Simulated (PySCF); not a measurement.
Compound: C6H9FO2S.
Bonds: C1–C2, C2–O3, O3–C4, C4–C5 (double), C5–F6, C5–C7, C7–O8, O8–C9, C9–S10, C4–S10. Hydrogens: H11, H12, H13 on C1; H14, H15 on C2; H16, H17 on C7; H18, H19 on C9.

Method: CAM-B3LYP/def2-SV(P) geometry optimisation, gas phase in PySCF 2.14.0; density fitting, grid level 1; the optimiser is geomeTRIC in internal coordinates, started from a GFN2-xTB structure.

Step 4: E = -23994.2854 eV
```
atom  x, y, z in Å  |  force x, y, z in eV/Å
C1      3.4533    0.1748    0.0565   -0.039   0.001   0.016
C2      2.0443    0.6152    0.3900    0.046  -0.042   0.056
O3      1.1541   -0.2395   -0.3034    0.017   0.028  -0.081
C4     -0.1767   -0.0427   -0.2353   -0.054   0.044   0.039
C5     -1.0105   -0.9120   -0.8199    0.058  -0.036  -0.082
F6     -0.5184   -2.0061   -1.4251   -0.020  -0.030   0.019
C7     -2.5071   -0.8511   -0.9095    0.015  -0.035   0.079
O8     -3.0755    0.2792   -0.3024    0.018   0.039   0.011
C9     -2.4799    0.6416    0.8940   -0.008   0.035  -0.017
S10    -0.8164    1.3625    0.6537   -0.031  -0.002   0.000
H11     4.1853    0.8081    0.5836    0.005   0.008  -0.001
H12     3.6348    0.2492   -1.0275    0.007   0.002  -0.006
H13     3.6092   -0.8724    0.3616    0.005  -0.001  -0.002
H14     1.8588    0.5511    1.4772   -0.002   0.008   0.005
H15     1.8808    1.6646    0.0828   -0.001   0.005  -0.016
H16    -2.8181   -0.8306   -1.9673    0.008   0.016  -0.007
H17    -2.9183   -1.7828   -0.4662   -0.011  -0.029  -0.029
H18    -3.0921    1.4305    1.3519   -0.007   0.002   0.026
H19    -2.3832   -0.2139    1.5877   -0.007  -0.013  -0.011
```

Step 5: E = -23994.2883 eV
```
atom  x, y, z in Å  |  force x, y, z in eV/Å
C1      3.4505    0.1656    0.0670   -0.040  -0.001   0.012
C2      2.0429    0.6268    0.3766    0.039  -0.031   0.061
O3      1.1533   -0.1995   -0.3513    0.034   0.031  -0.069
C4     -0.1782   -0.0242   -0.2557   -0.052   0.013   0.032
C5     -1.0086   -0.9094   -0.8210    0.008  -0.051  -0.083
F6     -0.5178   -2.0029   -1.4296    0.010   0.013   0.042
C7     -2.5059   -0.8608   -0.9006   -0.014  -0.039   0.092
O8     -3.0843    0.2604   -0.2847    0.031   0.053  -0.036
C9     -2.4769    0.6391    0.8997    0.000   0.022   0.013
S10    -0.8239    1.3767    0.6366   -0.024  -0.009  -0.032
H11     4.1824    0.7762    0.6203    0.005   0.008  -0.004
H12     3.6573    0.2531   -1.0115    0.009   0.003  -0.003
H13     3.5788   -0.8894    0.3586    0.009   0.002  -0.002
H14     1.8324    0.5493    1.4584   -0.003   0.003   0.000
H15     1.9038    1.6837    0.0821    0.002   0.001  -0.005
H16    -2.8189   -0.8367   -1.9576   -0.011   0.017  -0.008
H17    -2.9085   -1.7991   -0.4625    0.008  -0.017  -0.030
H18    -3.0900    1.4270    1.3585   -0.013  -0.012   0.025
H19    -2.3640   -0.2101    1.5989    0.000  -0.006  -0.005
```

Step 6: E = -23994.2941 eV
```
atom  x, y, z in Å  |  force x, y, z in eV/Å
C1      3.3923    0.0704    0.0763    0.003  -0.007   0.016
C2      2.0393    0.6926    0.3402    0.008   0.094   0.075
O3      1.1273    0.1323   -0.5878   -0.066   0.035  -0.044
C4     -0.1969    0.1491   -0.3529   -0.021  -0.068   0.030
C5     -0.9579   -0.8610   -0.7897   -0.042  -0.174  -0.107
F6     -0.3997   -1.9442   -1.3609   -0.006   0.180   0.083
C7     -2.4536   -0.9394   -0.8370   -0.124  -0.062   0.086
O8     -3.1263    0.1217   -0.2044    0.078   0.056  -0.232
C9     -2.4911    0.6425    0.9039    0.076   0.037   0.211
S10    -0.9399    1.5266    0.5013    0.082  -0.019  -0.149
H11     4.1428    0.4743    0.7754    0.018   0.007  -0.014
H12     3.7196    0.2761   -0.9558    0.000   0.006   0.012
H13     3.3359   -1.0227    0.2073    0.026   0.011   0.003
H14     1.7090    0.4958    1.3754   -0.026  -0.028  -0.022
H15     2.0746    1.7908    0.2006    0.005  -0.049   0.048
H16    -2.7714   -0.9275   -1.8934   -0.070  -0.004  -0.006
H17    -2.7753   -1.9162   -0.4142    0.075   0.048  -0.009
H18    -3.1478    1.4050    1.3478   -0.034  -0.084   0.021
H19    -2.2563   -0.1401    1.6502    0.020   0.022  -0.001
```

Step 7: E = -23994.3070 eV
```
atom  x, y, z in Å  |  force x, y, z in eV/Å
C1      3.3874    0.0783    0.0838   -0.007  -0.011  -0.009
C2      2.0228    0.6760    0.3462    0.003   0.059   0.068
O3      1.1261    0.1409   -0.6140    0.037   0.032  -0.060
C4     -0.1988    0.1556   -0.3873    0.004  -0.119   0.039
C5     -0.9586   -0.8636   -0.8068   -0.119  -0.100  -0.051
F6     -0.4108   -1.9594   -1.3601    0.064   0.174   0.067
C7     -2.4552   -0.9453   -0.8275   -0.101  -0.005   0.052
O8     -3.1165    0.1246   -0.1982    0.028   0.026  -0.186
C9     -2.4670    0.6565    0.8981    0.053   0.027   0.162
S10    -0.9326    1.5457    0.4527    0.036  -0.025  -0.124
H11     4.1232    0.4677    0.8068   -0.001   0.008  -0.012
H12     3.7283    0.3237   -0.9352    0.000   0.004   0.007
H13     3.3452   -1.0193    0.1763    0.016   0.009   0.005
H14     1.6759    0.4392    1.3675   -0.008  -0.023  -0.017
H15     2.0500    1.7780    0.2472    0.002  -0.031   0.042
H16    -2.7958   -0.9489   -1.8774   -0.056  -0.006   0.007
H17    -2.7641   -1.9169   -0.3853    0.059   0.034   0.005
H18    -3.1238    1.4128    1.3518   -0.030  -0.068   0.009
H19    -2.2112   -0.1200    1.6437    0.019   0.016  -0.004
```

Problem. Estimate the geometry and energy of step 8. (The exact step hangs on the optimiser's Hessian estimate; all steps are aligned on step 7, rigid shifts and turns removed.)

Solution. E = -23994.3221 eV, largest force 0.271 eV/Å
```
atom  x, y, z in Å  |  force x, y, z in eV/Å
C1      3.3062    0.0172    0.0410    0.030  -0.012  -0.020
C2      1.9640    0.6250    0.3817   -0.026   0.070  -0.019
O3      1.0932    0.4378   -0.7326    0.266  -0.046   0.015
C4     -0.2225    0.3257   -0.4930   -0.045  -0.099  -0.055
C5     -0.8814   -0.8021   -0.7853   -0.216   0.122   0.030
F6     -0.2384   -1.8954   -1.2116    0.110   0.033  -0.032
C7     -2.3661   -1.0159   -0.7442   -0.045   0.051   0.024
O8     -3.0961    0.0375   -0.1654   -0.093  -0.043  -0.111
C9     -2.4553    0.7325    0.8461    0.024  -0.007   0.071
S10    -1.0651    1.7280    0.2087    0.043  -0.042   0.010
H11     4.0162    0.1581    0.8736   -0.019   0.007  -0.005
H12     3.7278    0.4935   -0.8594   -0.013   0.001   0.004
H13     3.2042   -1.0618   -0.1593   -0.019   0.006   0.009
H14     1.5251    0.1542    1.2783    0.006  -0.046  -0.005
H15     2.0653    1.7054    0.5867   -0.020   0.020   0.027
H16    -2.7496   -1.1248   -1.7745    0.005  -0.021   0.025
H17    -2.5600   -1.9776   -0.2260    0.001   0.016   0.053
H18    -3.1771    1.4337    1.2889   -0.008  -0.020  -0.027
H19    -2.0660    0.0548    1.6287    0.018   0.011   0.006
```

The energy changes by -0.0151 eV. The first-order estimate −F·Δx gives -0.0455 eV and the mean of the old and new forces, exact on a quadratic surface, -0.0139 eV. The step makes an angle of 84° with the force vector and moves no atom by more than 0.367 Å.

The cost below is that of the whole optimisation. Time: 1.7 min wall, 10 min CPU; peak memory 1.1 GiB. Hardware: 4 threads, Intel Xeon Platinum 8488C (x86_64), no GPU (shared host).
